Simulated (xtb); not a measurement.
dimethyl diselenide (C$_{2}$H$_{6}$Se$_{2}$), singlet, at a GFN2-xTB geometry; xtb with GFN0-xTB with GBSA(acetonitrile).

The xtb input:
```
$ xtb mol.xyz --gfn 0 --gbsa acetonitrile --json

# file mol.xyz
10

C      1.96855851    -1.17613388     0.15905438
Se     0.97949753     0.50754903     0.43355029
Se    -0.95991794     0.03942388    -0.69425543
C     -2.03741298    -0.74737573     0.75775304
H      2.96496543    -1.03041597     0.56454385
H      2.02239553    -1.38660484    -0.90507308
H      1.46684649    -1.98439873     0.68384831
H     -3.03451247    -0.91244136     0.36148533
H     -2.07384495    -0.05067966     1.59012976
H     -1.59842926    -1.69148076     1.06819576
```

Problem. Write the output that xtb gives for this input, abridged.

Solution. 
```
   ID    Z sym.   atoms
    1    6 C      1, 4
    2   34 Se     2, 3
    3    1 H      5-10

           -------------------------------------------------
          |                Calculation Setup                |
           -------------------------------------------------

           -------------------------------------------------
          |                 G F N 0 - x T B                 |
           -------------------------------------------------

      * Solvation model:               GBSA
        Solvent                        acetonitrile
        Parameter file                 internal GFN2-xTB/GBSA
        Dielectric constant                3.7500E+01
        Reference state                gsolv [1 M gas/solution]
        Free energy shift                  2.0473E-03 Eh       1.2847E+00 kcal/mol
        Temperature                        2.9815E+02 K
        Density                            7.8600E-01 kg/L
        Solvent mass                       4.1050E+01 g/mol
        Interaction kernel             Still
        Born radius scaling (c1)           1.5800E+00
        Born radii integrator          GBOBC
        Born offset                        1.3788E-02 a0       2.6056E-02 AA
        H-bond correction              true
        Ion screening                  false
        Surface tension                    1.0000E-05 Eh       1.5569E+01 dyn/cm
        Grid points                               230 per atom

          ...................................................
          :                      SETUP                      :
          :.................................................:
          :  # basis functions                  40          :
          :  # atomic orbitals                  38          :
          :  # shells                           22          :
          :  # electrons                        26          :
          :  electronic temp.          300.0000000     K    :
          :  accuracy                    1.0000000          :
          :  -> integral cutoff          0.2500000E+02      :
          :  -> integral neglect         0.1000000E-07      :
          ...................................................

         :::::::::::::::::::::::::::::::::::::::::::::::::::::
         ::                     SUMMARY                     ::
         :::::::::::::::::::::::::::::::::::::::::::::::::::::
         :: total energy             -14.094842120628 Eh    ::
[...]
      -------------------------------------------------------------
                  HL-Gap            0.1248408 Eh            3.3971 eV
             Fermi-level            0.0000000 Eh            0.0000 eV

     #   Z          covCN         q      C6AA      α(0)
     1   6 C        3.740    -0.337    30.943     8.031
     2  34 Se       1.936    -0.153   232.739    26.655
     3  34 Se       1.936    -0.153   232.739    26.655
     4   6 C        3.740    -0.337    30.944     8.032
     5   1 H        0.925     0.161     1.317     1.794
     6   1 H        0.925     0.167     1.285     1.773
     7   1 H        0.925     0.161     1.317     1.794
     8   1 H        0.925     0.161     1.317     1.794
     9   1 H        0.925     0.167     1.285     1.772
    10   1 H        0.925     0.161     1.317     1.794

 Mol. C6AA /au·bohr⁶  :       2338.382417
 Mol. C8AA /au·bohr⁸  :     115754.923863
 Mol. α(0) /au        :         80.095196

Wiberg/Mayer (AO) data.
largest (>0.10) Wiberg bond orders for each atom

 ---------------------------------------------------------------------------
     #   Z sym  total        # sym  WBO       # sym  WBO       # sym  WBO
 ---------------------------------------------------------------------------
     1   6 C    3.972 --     2 Se   0.989     7 H    0.979     6 H    0.978
                             5 H    0.976
     2  34 Se   2.333 --     3 Se   1.265     1 C    0.989
     3  34 Se   2.333 --     2 Se   1.265     4 C    0.989
     4   6 C    3.972 --     3 Se   0.989    10 H    0.979     9 H    0.978
                             8 H    0.976
     5   1 H    0.981 --     1 C    0.976
     6   1 H    0.983 --     1 C    0.978
     7   1 H    0.983 --     1 C    0.979
     8   1 H    0.981 --     4 C    0.976
     9   1 H    0.983 --     4 C    0.978
    10   1 H    0.983 --     4 C    0.979
 ---------------------------------------------------------------------------

Topologies differ in total number of bonds
Writing topology from bond orders to xtbtopo.mol

 dipole moment from electron density (au)
     X       Y       Z
  -0.0294  -0.8221   0.3918  total (Debye):    2.316

           -------------------------------------------------
          | TOTAL ENERGY              -14.094842120628 Eh   |
          | GRADIENT NORM               0.010525103848 Eh/α |
          | HOMO-LUMO GAP               3.397090675392 eV   |
           -------------------------------------------------

normal termination of xtb
```
